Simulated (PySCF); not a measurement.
Species: C6H11NSSi.
Numbering: `[CH3:1][CH2:2][S:3][C@@H:4]1[CH2:5][CH2:6][Si@H:7]1[C:8]#[N:9]`

NICS is the negative of the GIAO shielding at a point without a nucleus: at the ring centre (0) and 1 Å above and below it (1); zz is the component along the ring normal. Level: GIAO PBE0/pcSseg-1 (PySCF, non-relativistic, gas phase) on the GFN2-xTB geometry, one conformer.

Ring bond lengths (Å), with Mayer bond orders in brackets: C4–C5 1.542 (0.94), C5–C6 1.544 (1.01), C6–Si7 1.914 (0.95), Si7–C4 1.921 (0.86).

Problem. Give the NICS values of each ring in ppm.

Solution. 
```csv
ring,type,NICS(0),"NICS(1), two faces","NICS(1)zz, two faces",rms pucker (Å),"centre to ring atoms, mean (Å)"
C4–C5–C6–Si7,4-membered ring with Si; formal bonds all single,0.9,-0.2 / -0.9,5.5 / 4.8,0.05,1.22
```

Problem. What do they say, and how far can they be read as aromaticity?

Solution. 
- C4–C5–C6–Si7: mean NICS(1)zz 5.2 ppm, deshielded. C4, C5, C6, Si7 have four or more neighbours, so the value isn't read as a sign of a π ring current.

Problem. Give the inner angles of the rings and the Hirshfeld charges of the ring atoms.

Solution. 
- C4–C5–C6–Si7: C4 91.2° (-0.117 e), C5 100.2° (-0.076 e), C6 91.4° (-0.154 e), Si7 76.2° (+0.414 e); sum 359.1° against 360° for a flat convex ring.

On one thread of an Arm Neoverse N1, shared host, this took 76 s of wall time and 0.93 GiB of memory at its peak. This is the whole shielding run at PBE0/pcSseg-1, SCF included.

Shape of the structure used: `[CH3:1][CH2:2][S:3][C@@H:4]1[CH2:5][CH2:6][Si@H:7]1[C:8]#[N:9]`: C1–C2–S3–C4 -80°, C2–S3–C4–C5 -75°.
